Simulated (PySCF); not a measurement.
C3H5BO2, SMILES OB1C=COC1.

Coordinates come from a B3LYP-D3(BJ)/def2-SVP optimisation. This is a generated structure with no PubChem entry under its InChIKey; it may be hypothetical. The values are those of a single conformer.

Method: PBE/def2-TZVP (PySCF).

Isolated molecule, no solvent.

Computed frontier levels, gap, dipole moment and polarisability:
The highest occupied level is -5.65 eV, the lowest empty level comes out as -1.39 eV and the orbital gap is 4.25 eV. The dipole moment is 1.50 D and the quadrupole, principal values (traceless, Buckingham form, about the centre of nuclear charge) is -9.19, -2.76, 11.95 D·Å. The mean static polarisability comes out as 55.5 bohr³ (8.22 Å³) and the polarisability, principal values comes out as 39.2, 60.1, 67.1 bohr³.
